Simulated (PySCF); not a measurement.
```xyz
5
charge 0 multiplicity 3, angstrom
Mo   -0.0754    0.0000    0.0000
O     0.1965   -1.7954    0.0000
O     0.1965    1.7954    0.0000
H     0.6277   -2.6539    0.0000
H     0.6277    2.6539    0.0000
```

Computed with PySCF, UPBE0, basis Mo def2-SVP with ECP28, O def2-SVP, H def2-SVP (scalar-relativistic core potentials, no spin–orbit coupling, density fitting).

This geometry of Mo(OH)2 is a stationary point at this level.

Problem. What is the point group?

Solution. C2v.

Problem. Is it a minimum?

Solution. Yes: all harmonic wavenumbers are real.

Problem. What are the dipole moment and the gap between the highest occupied and lowest empty levels of either spin?

Solution. 1.40 D and 2.69 eV.

Problem. Give the atomic charges and bond orders.

Solution. 
```csv
atom,Mulliken,Löwdin,polar tensor,spin (Mulliken),Mayer order to Mo1
Mo1,0.42,-0.06,0.67,2.13,–
"O2,3",-0.44,-0.09,-0.69,-0.07,1.26
"H4,5",0.23,0.12,0.36,0.00,0.02
```
Other Mayer orders above 0.3: O–H 0.93 (×2).

Other isomers or separated fragments may lie lower. With open d or f shells other occupations or spin states may lie lower. At this level a quintet minimum of C2 symmetry lies 47 kJ/mol below this structure.
